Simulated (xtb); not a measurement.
Sn(H)(Cl)(NH2)2 (ClH₅N₂Sn), SMILES [NH2][SnH]([NH2])[Cl]. All values are semi-empirical tight-binding results from xtb (GFN2-xTB unless named), good for trends rather than for accurate numbers. The structure is a stationary point at GFN2-xTB. The structure was generated by enumeration; whether it is a known compound was not checked. One conformer was computed; it need not be the lowest.

Optimised geometry:

```xyz
9

Sn     0.0676    -0.1085     0.3595
N     -1.5341    -1.2991     0.0435
N      1.6339    -1.2465    -0.1836
Cl    -0.2584     1.6614    -1.0768
H      0.4043     0.4775     1.9238
H     -1.5636    -2.1086     0.6497
H     -2.4251    -0.8274     0.1323
H      1.4270    -1.8177    -0.9940
H      2.4722    -0.7230    -0.4021
```

For metal compounds this method's bond lengths and energies can be far off.

Computed properties:
orbital gap: 3.87 eV
zero-point energy: 34.2 kcal/mol
G − E(el) at 298.15 K (modified RRHO): 13.4 kcal/mol

Computed atomic charges and the Wiberg bond orders between heavy atoms:
charges (e) Sn1 0.33, N2 -0.38, N3 -0.39, Cl4 -0.23, H5 0.01, H6 0.16, H7 0.16, H8 0.17, H9 0.16. Bond orders Sn1–N2 0.89, Sn1–N3 0.86, Sn1–Cl4 0.88.
